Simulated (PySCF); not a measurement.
Isomers of C2H5N. Isolated molecules, 0 K electronic values unless said otherwise. One relaxed conformer stands for each flexible species; it need not be the lowest. Strings in code marks are SMILES.

Computed with PBE-D3(BJ)/def2-TZVP // PBE0-D3(BJ)/def2-TZVP in PySCF. Excitations are Tamm–Dancoff values on a coarser integration grid. The basis has no diffuse functions, so Rydberg states are missing or too high.

```
species      S1–T1 gap (TDA) (eV)  HOMO (eV)  T1 excitation (TDA) (eV)
-----------  --------------------  ---------  ------------------------
`C=NC`                       0.89      -5.86                         …
`C/C=N/[H]`                  0.93      -6.04                      4.42
`C=CN`                       1.14      -4.84                         …
```

Complete the blanks.


- `C=NC`, T1 excitation (TDA) (eV): 3.99
- `C=CN`, T1 excitation (TDA) (eV): 4.13
